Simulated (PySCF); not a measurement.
## Electronic structure of In⁺ (indium, charge +1) at the UHF level

Configuration: [Kr] 4d10 5s1 6s1, high-spin 3S determinant (an excited configuration). Calculation: PySCF 2.14, in aug-cc-pVQZ-DK3 (9s8p6d3f2g, 102 functions); the spin-free X2C one-electron Hamiltonian (Gaussian nucleus).

* Total energy: -5877.469532 hartree
* One-electron energy: -8070.7574 hartree
* Hartree (Coulomb) energy: 2351.7589 hartree
* Exchange energy: -158.4710 hartree
* ⟨S²⟩: 2.0009
* ⟨L²⟩: 0.000
* Sum of ⟨r⟩: 34.37 bohr
* Sum of ⟨r²⟩: 74.36 bohr²
* Langevin diamagnetic susceptibility: -58.9 ×10⁻⁶ cm³/mol

```
shell  electrons  mean orbital energy (hartree)  rms radius, mean of both spins (bohr)
 1s α          1                    -1032.25765                                 0.0340
 1s β          1                    -1032.25360                                 0.0340
 2s α          1                     -158.29434                                  0.139
 2s β          1                     -158.29092                                  0.139
 2p α          3                     -141.95311                                  0.124
 2p β          3                     -141.95280                                  0.124
 3s α          1                      -31.85252                                  0.371
 3s β          1                      -31.84494                                  0.371
 3p α          3                      -26.35081                                  0.372
 3p β          3                      -26.34838                                  0.372
 3d α          5                      -17.79904                                  0.352
 3d β          5                      -17.79889                                  0.352
 4s α          1                       -5.77486                                  0.907
 4s β          1                       -5.75884                                  0.907
 4p α          3                       -4.04409                                  0.990
 4p β          3                       -4.04010                                  0.990
 4d α          5                       -1.47759                                   1.26
 4d β          5                       -1.46855                                   1.26
 5s α          1                       -0.81166                                   2.56
 6s α          1                       -0.25422                                   6.48
```

The outer electron is Rydberg-like, and this basis confines it to a smaller radius and binds it less than a complete one would.

Densities and radii are taken from the X2C orbitals without a picture-change correction, which distorts them close to the nucleus.
